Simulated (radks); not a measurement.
Problem. Isoelectronic series with 39 electrons, all held in the configuration [Kr] 4d1 5s2, which need not be the ground one along the series. Method: scalar-relativistic Kohn-Sham, PBE, spin-unpolarised, spherical densities, point nucleus; computed with a radial shooting solver on a logarithmic mesh with Libxc functionals. Total energies (hartree) and orbital eigenvalues (eV) (* marks an orbital that is empty in some or all of the ions):

ion,E (hartree),5p*,5s,4d,4p
Mo3+,-4046.24009,-23.5909,-30.2418,-39.7314,-78.4415
Rh6+,-4773.11592,-59.2157,-69.8339,-97.7247,-149.1062
Cd9+,-5566.48661,-106.4051,-121.1629,-173.3499,-237.3252
Sb12+,-6427.27287,-164.5524,-183.7338,-265.6709,-342.4125
Xe15+,-7356.56469,-233.3911,-257.3701,-374.2523,-464.0995
La18+,-8355.6038,-312.7979,-342.0381,-498.8609,-602.2907
Nd21+,-9425.7838,-402.7243,-437.7859,-639.3662,-756.9823
Dy27+,-11785.9531,-614.1525,-662.9807,-967.8202,-1116.117

Estimate the row of Eu24+.

Solution. E (hartree) -10568.6580; 5p* -503.1671; 5s -544.7174; 4d -795.6972; 4p -928.2270.
